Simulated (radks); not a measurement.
Results of a calculation; reference values are marked as such.
Problem. Species: Mn18+. Configuration: [He] 2s2 2p3 (the NIST ground configuration). Level of theory: scalar-relativistic Kohn-Sham, LDA (Slater exchange, Perdew-Wang correlation), spin-unpolarised, spherical densities, finite nucleus; Fermi nuclear charge, rms radius 3.7057 fm (a radial shooting solver on a logarithmic mesh with Libxc functionals). Some entries of the table are withheld. Estimate them.

orbital  occ.  eigenvalue (eV)  <r> (bohr)
1s          2              (1)         (2)
2s          2              (3)         (4)
2p          3              (5)         (6)

Solution. 
(1) 1s eigenvalue (eV): -7287.248
(2) 1s <r> (bohr): 0.06081
(3) 2s eigenvalue (eV): -1465.207
(4) 2s <r> (bohr): 0.2635
(5) 2p eigenvalue (eV): -1378.322
(6) 2p <r> (bohr): 0.2282
